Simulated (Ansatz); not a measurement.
Gas-phase electronic energies from Ansatz, PBE0-D4/def2-TZVP geometries. CBS: MP2 limit from def2 TZ/QZ plus the TZ coupled-cluster correction, frozen cores. This one scheme is used for every species. DFT in def2-TZVPP. For As outer-core shells are correlated without core-valence functions, which leaves a few kJ/mol of doubt a bond. Scalar relativity is left out up to krypton. One conformer a species, not always the lowest.

Consider the formal exchange of groups at the Si–N bond: `CN[SiH2][AsH2]` + `C[SiH3]` → `C[SiH2][SiH2][AsH2]` + CH₃NH₂.

`CN[SiH2][AsH2]`:

```xyz
12

C    -1.030    0.879   -1.387
N    -0.237    0.576   -0.214
Si    0.351   -0.996    0.141
As    1.317   -1.103    2.291
H    -1.674    1.744   -1.208
H    -1.685    0.033   -1.613
H    -0.431    1.080   -2.285
H     0.284    1.362    0.141
H     1.397   -1.515   -0.795
H    -0.798   -1.938    0.060
H     2.248    0.064    1.980
H     0.259   -0.185    2.887
```

`C[SiH3]`:

Cartesian coordinates in Å:
```
C -0.252 -0.904 0.306
Si 0.226 0.809 -0.274
H -0.819 -0.854 1.238
H 0.636 -1.516 0.481
H -0.870 -1.408 -0.440
H -0.985 1.641 -0.509
H 0.995 0.738 -1.546
H 1.069 1.493 0.743
```

`C[SiH2][SiH2][AsH2]`:

Cartesian coordinates in Å:
```
C 2.064 -0.109 -0.500
Si 0.415 0.485 -1.168
Si -1.144 0.686 0.563
As -1.278 -1.407 1.673
H 2.469 0.605 0.220
H 1.953 -1.071 0.006
H 2.790 -0.229 -1.307
H -0.117 -0.488 -2.165
H 0.574 1.796 -1.859
H -0.661 1.672 1.572
H -2.467 1.150 0.062
H -2.570 -1.046 2.392
H -2.028 -2.043 0.511
```

CH₃NH₂:

```xyz
7

C    -0.035    0.368    0.431
N     0.347   -0.436   -0.717
H    -1.026    0.146    0.854
H    -0.022    1.425    0.154
H     0.703    0.239    1.226
H    -0.319   -0.322   -1.470
H     0.351   -1.419   -0.478
```

| level | ΔE (kcal/mol) |
| --- | --- |
| PBE-D4 | 5.8 |
| PBE0-D4 | 6.8 |

Q: What does CCSD(T)/CBS give? (An estimate is asked.)

A: Computed: +9.8 kcal/mol. The listed levels differ from it by -4.0, -3.0 kcal/mol.

Largest T1 diagnostic among the species: 0.012.

From PBE to PBE0 (25 % exact exchange), in def2-TZVPP and without D4, ΔE moves by +1.1 kcal/mol. In def2-TZVPP, CCSD(T) changes the Hartree–Fock value by −3.8 kcal/mol (the triples alone add −0.5 kcal/mol) and MP2 by −2.2 kcal/mol.

CCSD(T)/CBS has its own doubt, a few kJ/mol and more with outer-core shells, so smaller differences from it don't rank the levels.
